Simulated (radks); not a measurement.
Question: All-electron atom: the ruthenium ion Ru10+ in [Ar] 3d10 4s2 4p4. Method: scalar-relativistic Kohn-Sham, PBE, spin-polarised, spherical densities, finite nucleus; open shells are filled with parallel spins first (spin-orbit coupling, left out, can overturn this in heavy ions); Fermi nuclear charge, rms radius 4.4809 fm; computed with a radial shooting solver on a logarithmic mesh with Libxc functionals. Some entries of the table are withheld. Estimate them.

orbital  occ.  eigenvalue (eV)  r(max) (bohr)  <r> (bohr)
1s up       1        -22132.04        0.02172     0.03344
1s down     1        -22131.54        0.02172     0.03344
2s up       1        -3348.641         0.1229      0.1456
2s down     1        -3348.351         0.1229      0.1456
2p up       3        -3019.785        0.09822      0.1269
2p down     3        -3019.312        0.09823      0.1269
3s up       1        -744.4527         0.3609      0.4013
3s down     1        -743.9002         0.3610      0.4012
3p up       3        -636.2694         0.3540      0.4011
3p down     3        -635.6417         0.3541      0.4009
3d up       5        -462.6593         0.2997      0.3808
3d down     5        -462.0061         0.2997      0.3803
4s up       1        -247.9652         0.8807      0.9396
4s down     1        -244.2647         0.8787      0.9399
4p up       3        -214.2955         0.9260      0.9941
4p down     1        -210.6275         0.9248      0.9962
4d up       0              (1)          1.010       1.103
4d down     0              (2)          1.012       1.111
5s up       0        -119.2295          1.785       1.798
5s down     0        -117.8472          1.791       1.808

Answer: 
(1) 4d up eigenvalue (eV): -162.5862
(2) 4d down eigenvalue (eV): -159.1911
